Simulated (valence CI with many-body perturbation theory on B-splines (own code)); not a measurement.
**Level structure of Rh³²⁺**

Calculated by configuration interaction combined with many-body perturbation theory (CI+MBPT): three valence electrons over a frozen Dirac-Fock core [Ne], a basis of 9 s, 9 p, 8 d, 6 f, 3 g, 1 h functions for each j, with the one-electron correlation potential Σ1 (screened to all orders), the two-electron term Σ2, the three-electron term Σ3, Breit, model QED; selected single and double excitations, second order for the rest, scaled by the run's own slope (own B-spline code, finite nucleus).

The last digits are not significant, and no measured levels were compared; by estimate large intervals hold to a few tenths of a per cent, small ones and those within an open d or f shell to about a per cent.

Levels 1 to 33 of 33, with energies above the lowest level, (3s^2 3p1/2) J=1/2. "Leading %" is the weight of the configuration and term that name the level; weights of strongly mixed levels are sums over their largest components and can fall short, so below about 35 % the name and the second component can differ from the true leading terms, or belong to a minority configuration. In the jj column 3d3/2^4 stands for four electrons in 3d with j = 3/2. Lifetimes count E1, E2, E3, M1 and M2 decay at the calculated energies, and are blank where another channel may lead or the interval is too uncertain; long ones can be off by a factor of two.

| No. | Configuration | Term | J | E (eV) | Leading % | Leading jj | Second component | Lifetime |
| --- | --- | --- | --- | --- | --- | --- | --- | --- |
| 1 | 3s2.3p | 2P° | 1/2 | 0.00 | 98 | 3s^2 3p1/2 (98 %) |  |  |
| 2 | 3s2.3p | 2P° | 3/2 | 35.08 | 98 | 3s^2 3p3/2 (98 %) |  | 4.90 μs |
| 3 | 3s.3p2 | 4P | 1/2 | 75.26 | 78 | 3s 3p1/2^2 (86 %) | 17 % 3s.3p2 2S | 239 ps |
| 4 | 3s.3p2 | 4P | 3/2 | 98.97 | 95 | 3s 3p1/2 3p3/2 (97 %) |  | 2.33 ns |
| 5 | 3s.3p2 | 4P | 5/2 | 106.98 | 58 | 3s 3p1/2 3p3/2 (90 %) | 39 % 3s.3p2 2D | 404 ps |
| 6 | 3s.3p2 | 2D | 3/2 | 119.43 | 71 | 3s 3p1/2 3p3/2 (80 %) | 14 % 3s.3p2 2P | 30.2 ps |
| 7 | 3s.3p2 | 2P | 1/2 | 128.33 | 70 | 3s 3p1/2 3p3/2 (82 %) | 14 % 3s.3p2 4P | 6.78 ps |
| 8 | 3s.3p2 | 2D | 5/2 | 138.36 | 44 | 3s 3p3/2^2 (80 %) | 40 % 3s.3p2 4P | 333 ps |
| 9 | 3s2.3d | 2D | 3/2 | 156.05 | 68 | 3s^2 3d3/2 (68 %) | 29 % 3s.3p2 2P | 5.17 ps |
| 10 | 3s.3p2 | 2S | 1/2 | 163.67 | 68 | 3s 3p3/2^2 (92 %) | 23 % 3s.3p2 2P | 9.44 ps |
| 11 | 3s2.3d | 2D | 5/2 | 167.46 | 80 | 3s^2 3d5/2 (80 %) | 16 % 3s.3p2 2D | 8.51 ps |
| 12 | 3s.3p2 | 2P | 3/2 | 169.13 | 55 | 3s 3p3/2^2 (77 %) | 23 % 3s.3p2 2D | 5.01 ps |
| 13 | 3p3 | 2P° | 3/2 | 199.48 | 31 | 3p1/2^2 3p3/2 (79 %) | 29 % 3p3 2D° | 17.9 ps |
| 14 | 3s.3p.3d | 4F° | 3/2 | 212.32 | 82 | 3s 3p1/2 3d3/2 (90 %) | 10 % 3s.3p.3d 2D° | 70.3 ps |
| 15 | 3s.3p.3d | 4F° | 5/2 | 215.86 | 48 | 3s 3p1/2 3d3/2 (75 %) | 25 % 3s.3p.3d 2D° | 376 ps |
| 16 | 3s.3p.3d | 4F° | 5/2 | 223.70 | 33 | 3s 3p1/2 3d5/2 (58 %) | 28 % 3p3 2D° | 38.6 ps |
| 17 | 3p3 | 4S° | 3/2 | 225.12 | 52 | 3p1/2 3p3/2^2 (69 %) | 20 % 3p3 2D° | 9.26 ps |
| 18 | 3s.3p.3d | 4F° | 7/2 | 229.36 | 73 | 3s 3p1/2 3d5/2 (79 %) | 17 % 3s.3p.3d 4D° | 51.9 ps |
| 19 | 3s.3p.3d | 4D° | 3/2 | 230.35 | 54 | 3s 3p1/2 3d3/2 (64 %) | 29 % 3s.3p.3d 4P° | 7.43 ps |
| 20 | 3s.3p.3d | 4D° | 1/2 | 230.50 | 78 | 3s 3p1/2 3d3/2 (87 %) | 13 % 3s.3p.3d 2P° | 6.33 ps |
| 21 | 3s.3p.3d | 4P° | 5/2 | 232.21 | 45 | 3s 3p1/2 3d5/2 (75 %) | 21 % 3s.3p.3d 4D° | 11.9 ps |
| 22 | 3p3 | 2P° | 1/2 | 242.63 | 83 | 3p1/2 3p3/2^2 (83 %) | 16 % 3s.3p.3d 2P° | 9.64 ps |
| 23 | 3s.3p.3d | 2F° | 5/2 | 246.17 | 76 | 3s 3p1/2 3d5/2 (49 %) | 19 % 3p3 2D° | 12.3 ps |
| 24 | 3s.3p.3d | 2D° | 3/2 | 252.17 | 41 | 3s 3p1/2 3d5/2 (25 %) | 20 % 3p3 2D° | 5.40 ps |
| 25 | 3s.3p.3d | 4F° | 9/2 | 252.72 | 100 | 3s 3p3/2 3d5/2 (100 %) |  | 7.48 μs |
| 26 | 3s.3p.3d | 4D° | 5/2 | 256.40 | 60 | 3s 3p3/2 3d3/2 (82 %) | 12 % 3s.3p.3d 4P° | 6.88 ps |
| 27 | 3s.3p.3d | 4P° | 3/2 | 256.70 | 44 | 3s 3p3/2 3d3/2 (84 %) | 33 % 3s.3p.3d 4D° | 8.48 ps |
| 28 | 3s.3p.3d | 4P° | 1/2 | 256.96 | 90 | 3s 3p3/2 3d3/2 (97 %) | 10 % 3s.3p.3d 4D° | 9.02 ps |
| 29 | 3s.3p.3d | 4D° | 7/2 | 257.01 | 71 | 3s 3p3/2 3d5/2 (47 %) | 22 % 3s.3p.3d 4F° | 8.94 ps |
| 30 | 3s.3p.3d | 2P° | 3/2 | 261.89 | 26 | 3s 3p3/2 3d5/2 (55 %) | 19 % 3s.3p.3d 4P° | 15.4 ps |
| 31 | 3s.3p.3d | 2D° | 5/2 | 266.38 | 50 | 3s 3p3/2 3d5/2 (90 %) | 31 % 3s.3p.3d 4P° | 10.1 ps |
| 32 | 3s.3p.3d | 2D° | 3/2 | 273.10 | 62 | 3s 3p3/2 3d3/2 (50 %) | 16 % 3p3 2P° | 4.08 ps |
| 33 | 3s.3p.3d | 2F° | 7/2 | 275.53 | 97 | 3s 3p3/2 3d5/2 (68 %) |  | 10.9 ps |

The ionisation energy to 3s2 1S_0 of the next ion comes out as 1921.7 eV (NIST: 1903 ± 9 eV (semi-empirical), further off than twice its uncertainty). All 33 levels together are meant to be complete up to 277.03 eV.
